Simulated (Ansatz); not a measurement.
The same hydrogen abstraction along the group B, Ga, In.

Computed with Ansatz on PBE0-D4/def2-TZVP structures; ΔE is electronic, products minus reactants. CCSD(T)/CBS is the MP2 limit (def2-TZVPP, def2-QZVPP) plus CCSD(T) − MP2 in def2-TZVPP, frozen cores. This one scheme is used for every species. DFT in def2-TZVPP. Open shells (•) are unrestricted, without spin–orbit coupling. Elements past krypton have def2 core potentials. For Ga, In outer-core shells are correlated without core-valence functions, which leaves a few kJ/mol of doubt a bond. Scalar relativity is left out up to krypton.

```tsv
reaction	CCSD(T)/CBS(def2) (kJ/mol)
`CBCl` + `[OH]`• → `C[B]Cl`• + H₂O	-69
`[CH3][GaH][Cl]` + `[OH]`• → `[CH3][Ga][Cl]`• + H₂O	?
`[CH3][InH][Cl]` + `[OH]`• → `[CH3][In][Cl]`• + H₂O	-224
```

Task: Fill in the missing values. (Estimate.)

Result: The calculation gave: `[CH3][GaH][Cl]` + `[OH]`• → `[CH3][Ga][Cl]`• + H₂O: -173.9 kJ/mol.

Largest T1 diagnostic: 0.016, for `[CH3][In][Cl]`•.
